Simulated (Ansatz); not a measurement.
Gas-phase electronic energies from Ansatz, PBE0-D4/def2-TZVP geometries. CCSD(T)/CBS adds triple-zeta CCSD(T) − MP2 to the extrapolated MP2 energy (def2 sets, frozen cores). DFT in def2-TZVPP. B3LYP here is the variant with VWN-RPA as its local correlation; programs differ in this. For Ga, Ge outer-core shells are correlated without core-valence functions, which leaves a few kJ/mol of doubt a bond. Scalar relativity is left out up to krypton. Each species was taken in one conformer, which may not be the lowest.

Consider the redistribution: `C[O][Ga]([OH])[O]C` + `O[SiH](Cl)[GeH3]` → `C[O][Ga]([OH])[OH]` + `CO[SiH](Cl)[GeH3]`.

`C[O][Ga]([OH])[O]C`:

Z-matrix (Å, degrees):
```
C
O 1 1.410
H 1 1.096 2 113.3
H 1 1.095 2 109.5 3 -120.8
H 1 1.095 2 109.6 3 120.8
Ga 2 1.768 1 122.5 3 -0.7
O 6 1.768 2 119.4 1 179.9
O 6 1.775 2 119.7 1 0.0
C 7 1.411 6 122.3 2 0.4
H 8 0.960 6 113.0 2 180.0
H 9 1.095 7 109.4 6 -123.0
H 9 1.095 7 109.6 6 118.6
H 9 1.096 7 113.2 6 -2.2
```

`O[SiH](Cl)[GeH3]`:

```xyz
9

O     1.501   -0.152    1.436
Si    0.122    0.526    0.867
Cl    0.457    2.481    0.295
Ge   -0.744   -0.605   -1.041
H     2.247   -0.235    0.838
H    -0.802    0.552    2.021
H    -1.127   -2.053   -0.692
H     0.329   -0.637   -2.144
H    -1.984    0.123   -1.580
```

`C[O][Ga]([OH])[OH]`:

Z-matrix (Å, degrees):
```
C
O 1 1.411
H 1 1.096 2 113.2
H 1 1.095 2 109.5 3 120.8
H 1 1.095 2 109.6 3 -120.8
Ga 2 1.768 1 122.5 3 0.2
O 6 1.774 2 120.3 1 180.0
O 6 1.775 2 119.2 1 -0.0
H 7 0.960 6 113.1 2 -0.0
H 8 0.960 6 113.1 2 -180.0
```

`CO[SiH](Cl)[GeH3]`:

Z-matrix (Å, degrees):
```
C
O 1 1.412
H 1 1.096 2 111.5
H 1 1.095 2 111.4 3 -121.7
H 1 1.091 2 107.9 3 119.2
Si 2 1.636 1 123.3 3 51.4
Ge 6 2.381 2 112.3 1 76.6
Cl 6 2.049 2 106.4 1 -164.6
H 6 1.489 2 109.6 1 -48.3
H 7 1.537 6 110.3 2 -176.6
H 7 1.536 6 110.4 2 62.7
H 7 1.540 6 110.3 2 -57.2
```

```json
{"level": "PBE-D4", "ΔE (kJ/mol)": "-0.3", "difference from CCSD(T)/CBS": "1.9"}
{"level": "r2SCAN-D4", "ΔE (kJ/mol)": "-0.6", "difference from CCSD(T)/CBS": "1.6"}
{"level": "PBE0-D4", "ΔE (kJ/mol)": "-1.2", "difference from CCSD(T)/CBS": "1.0"}
{"level": "B3LYP-D4", "ΔE (kJ/mol)": "-1.3", "difference from CCSD(T)/CBS": "0.9"}
{"level": "ωB97X-V", "ΔE (kJ/mol)": "-1.8", "difference from CCSD(T)/CBS": "0.4"}
{"level": "ωB97M-V", "ΔE (kJ/mol)": "-2.0", "difference from CCSD(T)/CBS": "0.2"}
{"level": "B2PLYP", "ΔE (kJ/mol)": "-1.1", "difference from CCSD(T)/CBS": "1.1"}
{"level": "PBE", "ΔE (kJ/mol)": "0.5", "difference from CCSD(T)/CBS": "2.7"}
{"level": "r2SCAN", "ΔE (kJ/mol)": "-0.2", "difference from CCSD(T)/CBS": "2.0"}
{"level": "PBE0", "ΔE (kJ/mol)": "-0.4", "difference from CCSD(T)/CBS": "1.8"}
{"level": "B3LYP", "ΔE (kJ/mol)": "-0.2", "difference from CCSD(T)/CBS": "2.0"}
{"level": "HF/def2-TZVPP", "ΔE (kJ/mol)": "-2.0", "difference from CCSD(T)/CBS": "0.2"}
{"level": "MP2/def2-TZVPP", "ΔE (kJ/mol)": "-2.6", "difference from CCSD(T)/CBS": "-0.4"}
{"level": "SCS-MP2/def2-TZVPP", "ΔE (kJ/mol)": "-2.3", "difference from CCSD(T)/CBS": "-0.1"}
{"level": "CCSD/def2-TZVPP", "ΔE (kJ/mol)": "-2.0", "difference from CCSD(T)/CBS": "0.2"}
{"level": "CCSD(T)/def2-TZVPP", "ΔE (kJ/mol)": "-1.9", "difference from CCSD(T)/CBS": "0.3"}
{"level": "HF/def2-QZVPP", "ΔE (kJ/mol)": "-2.1", "difference from CCSD(T)/CBS": "0.1"}
{"level": "MP2/def2-QZVPP", "ΔE (kJ/mol)": "-2.8", "difference from CCSD(T)/CBS": "-0.6"}
{"level": "SCS-MP2/def2-QZVPP", "ΔE (kJ/mol)": "-2.5", "difference from CCSD(T)/CBS": "-0.3"}
{"level": "HF/CBS(def2)", "ΔE (kJ/mol)": "-2.1", "difference from CCSD(T)/CBS": "0.1"}
{"level": "MP2/CBS(def2)", "ΔE (kJ/mol)": "-3.0", "difference from CCSD(T)/CBS": "-0.8"}
{"level": "CCSD/CBS(def2)", "ΔE (kJ/mol)": "-2.4", "difference from CCSD(T)/CBS": "-0.2"}
{"level": "CCSD(T)/CBS", "ΔE (kJ/mol)": "-2.2", "difference from CCSD(T)/CBS": "0"}
```

Largest T1 diagnostic among the species: 0.014.
